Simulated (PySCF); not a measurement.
# Spinor energies of W⁷²⁺ (tungsten, charge +72)

Start: 1s2. Calculated with PySCF 2.14 in an even-tempered Gaussian basis (15 s from 240 bohr⁻², ratio 2.4; 11 p from 310 bohr⁻², ratio 2.4; 3 d from 980 bohr⁻², ratio 2.6; 3 f from 1500 bohr⁻², ratio 2.6): generalised Hartree-Fock with the X2C-1e Hamiltonian and a Gaussian nucleus; one run each with spin-orbit coupling (SO) switched off, then screened by Boettger's factors.

```tsv
spinor shell	electrons	ε, spin-free (eV)	ε, screened SO (eV)	weight of nominal j (screened SO)	rms radius, screened SO (bohr)
1s1/2	2	-79382.0	-79382.0	1.000	0.0206
```

```
   quantity    spin-free  screened SO
E (hartree)  -5889.47344  -5889.47344
        M_J            0            0
       ⟨J²⟩        0.000        0.000
       ⟨L²⟩        0.000        0.000
       ⟨S²⟩        0.000        0.000
```

Breit and QED terms are absent; they matter most for the inner s and p1/2 levels.

Densities and radii are taken from the X2C orbitals without a picture-change correction, which distorts them close to the nucleus.

Without spin-orbit coupling the j labels of p, d and f shells carry no meaning; the spin-free column gives the mean over the occupied spinors of each nl shell.
